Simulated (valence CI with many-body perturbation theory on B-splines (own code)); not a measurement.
**Run record, Co22+**

Calculated by relativistic CI+MBPT: three valence electrons over a frozen Dirac-Fock core [He], a basis of 6 s, 6 p, 5 d, 3 f, 1 g functions for each j, with the one-electron correlation potential Σ1 (screened to all orders), the two-electron term Σ2, the three-electron term Σ3, Breit, model QED; selected single and double excitations, second order for the rest, scaled by the run's own slope (own B-spline code, finite nucleus).

Command, and the settings that its task file holds:

```sh
python run_cv.py task.json out
```

```
atom Co  Z=27  mass_number=59  rms_radius_fm=3.7875
core [He]
valence 2s2 2p1
avg = 1
basis = S
breit = 1
cap = 20000
capref = 1200
cscale = 1
de = 0.0
dress = 0
eps = 2e-08
extrap = 1
h = 0.27
hh = 1
l2 = 3
lcore = 6
maxit = 60
n2 = 5
natural = 1
nlev = 30
nno = [3, 3, 3, 2, 1]
nroot = 26
nsp = [3, 3, 2, 1, 0]
pt2 = 1
qed = 1
rpa = 1
s1 = 1
s2 = 1
s3 = 1
screen = 1
tol = 2e-05
whole = 1
```

It took 12 s on 1 thread of Arm Neoverse N1, on a shared host.

Log. The first blocks belong to the next ion, which gives the ionisation energy. Fields: 2J, parity (1 odd), roots, reference size, generating configurations, candidates as configurations/state functions, variational space P, stored matrix elements, Davidson steps; e2 is the range of second-order energies in hartree. The first line gives the box (bohr), its intervals, the orbitals and the steps of their self-consistent field. Window is the range of levels sought, series limit the energy at which the first omitted orbital would enter, core excitation an estimate of the first excitation out of the core, left out the lowest levels not solved, and shifts from estimates the range by which levels moved from their first estimate, all in cm⁻¹.

```
rmax 2.5 intervals 57 orbitals 36 references ['2s2 2p', '2s 2p2', '2p3'] scf 3 t 0.5
2J=0 par=0 roots 2 ref 15 generators 3 cand 92/92 P 107/107 nnz 0 it 0
   second order: generators 9 cand 0/0 e2 -0.00000 -0.00000
reference levels 291, estimated 291, window 9500575 1/cm; series limit 11984744, core excitation 57344348
2J=1 par=1 roots 10 ref 32 generators 13 cand 255/400 P 2034/2993 nnz 1.1e+06 it 4
2J=1 par=1 roots 10 ref 32 generators 17 cand 27/35 P 2061/3028 nnz 1.1e+06 it 5
   second order: generators 35 cand 762/1122 e2 -0.00001 -0.00000
2J=3 par=1 roots 14 ref 47 generators 16 cand 462/982 P 2117/4318 nnz 2.3e+06 it 5
2J=3 par=1 roots 14 ref 47 generators 20 cand 95/169 P 2212/4487 nnz 2.4e+06 it 4
   second order: generators 46 cand 1259/2709 e2 -0.00001 -0.00000
2J=1 par=0 roots 12 ref 34 generators 15 cand 130/191 P 1855/2720 nnz 9.1e+05 it 4
2J=1 par=0 roots 12 ref 34 generators 20 cand 60/88 P 1915/2808 nnz 9.7e+05 it 4
   second order: generators 49 cand 775/1101 e2 -0.00000 -0.00000
2J=3 par=0 roots 12 ref 45 generators 14 cand 403/832 P 1994/4017 nnz 2e+06 it 5
2J=3 par=0 roots 12 ref 45 generators 19 cand 122/266 P 2116/4283 nnz 2.3e+06 it 4
   second order: generators 38 cand 1074/2348 e2 -0.00001 -0.00000
2J=5 par=0 roots 8 ref 39 generators 12 cand 547/1222 P 1843/3989 nnz 2e+06 it 5
2J=5 par=0 roots 8 ref 39 generators 17 cand 126/284 P 1969/4273 nnz 2.3e+06 it 4
   second order: generators 33 cand 1329/3253 e2 -0.00001 -0.00000
2J=5 par=1 roots 8 ref 36 generators 10 cand 640/1454 P 1809/3998 nnz 2.1e+06 it 4
2J=5 par=1 roots 8 ref 36 generators 13 cand 166/365 P 1975/4363 nnz 2.5e+06 it 4
   second order: generators 34 cand 1404/3547 e2 -0.00001 -0.00000
2J=7 par=0 roots 2 ref 19 generators 5 cand 434/928 P 1515/3430 nnz 1.6e+06 it 4
2J=7 par=0 roots 2 ref 19 generators 6 cand 145/352 P 1660/3782 nnz 2e+06 it 4
   second order: generators 11 cand 630/1462 e2 -0.00000 -0.00000
2J=7 par=1 roots 4 ref 21 generators 5 cand 461/1095 P 1672/3705 nnz 1.9e+06 it 4
2J=7 par=1 roots 4 ref 21 generators 6 cand 65/134 P 1737/3839 nnz 2e+06 it 4
   second order: generators 30 cand 1258/3177 e2 -0.00001 -0.00000
2J=9 par=1 roots 2 ref 7 generators 2 cand 224/518 P 1289/2887 nnz 1.4e+06 it 3
2J=9 par=1 roots 2 ref 7 generators 3 cand 38/55 P 1327/2942 nnz 1.4e+06 it 4
   second order: generators 9 cand 552/1181 e2 -0.00000 -0.00000
2J=9 par=0 roots 1 ref 8 generators 2 cand 47/93 P 1352/2946 nnz 1.4e+06 it 3
2J=9 par=0 roots 1 ref 8 generators 4 cand 20/34 P 1372/2980 nnz 1.4e+06 it 3
   second order: generators 6 cand 422/995 e2 -0.00000 -0.00000
left out: unestimated none, estimated 10075722, shifts from estimates -2 to 47
operators 0.2
```

The Davidson iterations converged.

No measured spectrum was set against this ion. As an estimate, levels of excited configurations hold to 0.05 to 0.15 % of their energy, terms of the ground configuration to about 0.5 %.

```
Valence energy                            : -231.5371 hartree
Ionisation energy                         : 1961.2 eV (NIST: 1960.8 ± 0.8 eV (semi-empirical))
Reference configurations for the orbitals : 2s2 2p, 2s 2p2, 2p3
Radial orbitals                           : 36
Box radius                                : 2.538 bohr
Largest variational space                 : 4487
Lowest levels                             : 2s²2p ²P°_1/2 0.00, 2s²2p ²P°_3/2 17.32, 2s2p² ⁴P_1/2 53.34, 2s2p² ⁴P_3/2 61.74, 2s2p² ⁴P_5/2 69.30, 2s2p² ²D_3/2 97.78, 2s2p² ²D_5/2 101.58, 2s2p² ²P_1/2 112.09, 2s2p² ²S_1/2 130.42, 2s2p² ²P_3/2 132.11, 2p³ ⁴S°_3/2 165.87, 2p³ ²D°_3/2 184.28, 2p³ ²D°_5/2 188.88, 2p³ ²P°_1/2 207.42 eV
```

Names give the largest LS component (configuration and term), which can be under half, so a name can repeat, a term be missing and a line seem to break the LS rules; names also repeat where a configuration has a term twice.
